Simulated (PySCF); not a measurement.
EPR parameters of C5H7Cl2

Compound: C5H7Cl2 (doublet state).
Z-matrix (Å and degrees, GFN2-xTB geometry), rows numbered from 1:
```
Cl
C   1  2.0146
Cl  2  1.7452  1  104.83
C   2  1.4034  1  107.76  3  -122.85
C   4  1.4897  2  132.17  1   -74.98
C   5  1.5412  4   88.42  2   167.99
C   4  1.4872  2  132.74  1    87.10
H   2  1.0864  1   98.11  3   114.71
H   5  1.0915  4  114.99  2   -74.43
H   5  1.0916  4  114.08  2    50.88
H   6  1.0865  5  114.31  4   115.59
H   6  1.0861  5  114.15  4  -117.48
H   7  1.0915  4  114.92  2    74.43
H   7  1.0920  4  114.14  2   -50.31
```

The hyperfine couplings belong to this conformer and change with its torsions.

Identity: `ClC(Cl)[C]1CCC1` [radical].

Computed with UKS B3LYP, pcH-1 on C Cl H, non-relativistic, mean-field spin-orbit, GIAO in PySCF 2.14.0. The structure is a single GFN2-xTB conformer in the gas phase; no vibrational or solvent corrections. A GFN2-xTB geometry isn't a minimum of the functional, and hyperfine couplings can be far from their values at a DFT geometry. The SCF solution wasn't tested for stability.

| Property | Result |
| --- | --- |
| g1, g2, g3 | 2.00225, 2.00640, 2.01079 |
| g_iso | 2.00648 |
| Form of g | rhombic: the two nearest values differ by 49 % of g3 − g1 |
| ⟨S²⟩ | 0.7574 (exact 0.7500) |
| HOMO–LUMO gap, α and β orbitals | 5.37, 4.62 eV |
| Total energy | -1115.08216 Eh |

Hyperfine couplings atom by atom, in MHz; T1 to T3 are the principal values of the dipolar part; ρ(0) is the spin density at the nucleus:

| atom | isotope | a_iso | of which spin–orbit | T1 | T2 | T3 | Mulliken spin population | ρ(0) (bohr⁻³) |
| --- | --- | --- | --- | --- | --- | --- | --- | --- |
| Cl1 | 35Cl | 44.2 | 2.2 | -45.8 | -44.4 | 90.2 | 0.24 | 0.0958 |
| C2 | 13C | 7.8 | -0.1 | -5.2 | 1.4 | 3.8 | -0.04 | 0.0070 |
| Cl3 | 35Cl | 2.2 | -0.1 | -4.4 | -2.3 | 6.6 | 0.01 | 0.0052 |
| C4 | 13C | 78.2 | -0.1 | -66.6 | -64.9 | 131.5 | 0.77 | 0.0697 |
| C5 | 13C | -26.1 | 0.0 | -2.3 | 0.8 | 1.5 | -0.07 | -0.0232 |
| C6 | 13C | 3.5 | 0.0 | -1.2 | -0.9 | 2.2 | 0.01 | 0.0031 |
| C7 | 13C | -26.3 | 0.0 | -2.5 | 0.5 | 1.9 | -0.07 | -0.0234 |
| H8 | 1H | 25.5 | 0.0 | -6.6 | -1.4 | 8.1 | 0.01 | 0.0057 |
| H9 | 1H | 89.9 | 0.0 | -4.0 | -3.5 | 7.5 | 0.04 | 0.0201 |
| H10 | 1H | 87.0 | 0.0 | -4.1 | -2.3 | 6.4 | 0.04 | 0.0195 |
| H11 | 1H | -2.9 | 0.0 | -2.1 | -2.0 | 4.1 | 0.00 | -0.0007 |
| H12 | 1H | -2.6 | 0.0 | -2.0 | -1.9 | 3.9 | 0.00 | -0.0006 |
| H13 | 1H | 90.5 | 0.0 | -4.0 | -3.6 | 7.7 | 0.04 | 0.0203 |
| H14 | 1H | 92.0 | 0.0 | -4.1 | -2.3 | 6.4 | 0.04 | 0.0206 |

The Mulliken spin populations are largest on C4 (+0.77), Cl1 (+0.24), C5 (-0.07) and C7 (-0.07). The positive populations add up to 1.19 and the negative ones to -0.19, together 2S = 1. The angles at C4 add up to 358.5°, so it is nearly planar.

Under fast tumbling the dipolar parts average out, and these isotropic splittings remain: 2 × 1H (H13/H14, I = 1/2, 3 lines) with 3.25 mT, 2 × 1H (H9/H10, I = 1/2, 3 lines) with 3.15 mT, 1 × 1H (H8, I = 1/2, 2 lines) with 0.91 mT, 2 × 35Cl (Cl1/Cl3, I = 3/2, 7 lines) with 0.83 mT and 2 × 1H (H11/H12, I = 1/2, 3 lines) with 0.10 mT.

Class means assume fast exchange of nuclei equivalent by connectivity; if that motion is slow, each nucleus keeps its own coupling. C5 and C7, with what hangs on them, aren't averaged: C4 is flat or nearly so (angle sum 358°), and its turn about the short C4–C2 bond (1.40 Å) is taken as slow. The 35Cl value of +23.2 MHz is a mean of couplings from 2.2 to 44.2 MHz in this one geometry, not an average over conformers.

Main isotope only: 35Cl (natural samples also hold 24 % 37Cl, magnetic too, which adds its own pattern).

The 13C coupling of C4 (78.2 MHz) shows only in satellite lines or after enrichment, since that isotope makes up about 1.07 % of natural carbon.

Examples of negative spin density at the nucleus (bohr⁻³): C7 (-0.0234) and C5 (-0.0232).
